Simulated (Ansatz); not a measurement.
Question: Name a neutral molecule of C, F, O, Si and H with HOMO–LUMO gap (ωB97M-V/def2-TZVPP) between 12.20 and 12.50 eV and HOMO energy (ωB97M-V/def2-TZVPP) between -10.35 and -10.05 eV (Ansatz, PBE0-D4/def2-TZVP geometry).

Answer: `OC[SiH](F)F` (12.23 eV, -10.33 eV); `FCOC[SiH3]` (12.47 eV, -10.30 eV); `CO[SiH2]CF` (12.47 eV, -10.31 eV); `C[Si](F)(F)CO` (12.30 eV, -10.09 eV). Other molecules can fit too; these were computed, each in one conformer that needn't be the lowest.
